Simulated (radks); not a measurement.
Results of a calculation; reference values are marked as such.
Task: These are the eigenvalues of the occupied orbitals of an atom or ion with whole-number occupations (hartree). Code: a radial shooting solver on a logarithmic mesh with Libxc functionals. Model: scalar-relativistic Kohn-Sham, r2SCAN, spin-polarised, spherical densities, finite nucleus; meta-GGA in the generalised Kohn-Sham scheme; Fermi nuclear charge, rms radius of each element as measured or else 0.836 A^(1/3) + 0.57 fm.

| orbital | eigenvalue |
|---|---|
| 1s up | -1559.350 |
| 1s down | -1559.328 |
| 2s up | -268.4482 |
| 2s down | -268.3270 |
| 2p up | -242.2357 |
| 2p down | -242.1385 |
| 3s up | -73.16692 |
| 3s down | -73.08473 |
| 3p up | -64.81569 |
| 3p down | -64.71963 |
| 3d up | -53.20893 |
| 3d down | -53.07726 |
| 4s up | -28.39922 |
| 4p up | -25.44149 |
| 4p down | -24.94665 |
| 4d up | -21.20469 |
| 4f up | -16.60588 |

Which element is it, and in what charge state? The configuration may be excited. Open shells, if any, are filled with parallel spins first.

Result: Z = 59, praseodymium, charge +20: Pr20+ in [Ar] 3d10 4s1 4p6 4d3 4f1. The list shows which subshells hold electrons but not how many an open one holds; the 1s level, -1559.4 hartree, gives Z - s = 55.8 by -(Z - s)^2/2, which with screening and relativity narrows Z to a few neighbours, and the depths of the outer levels then fix element, charge and occupations together.
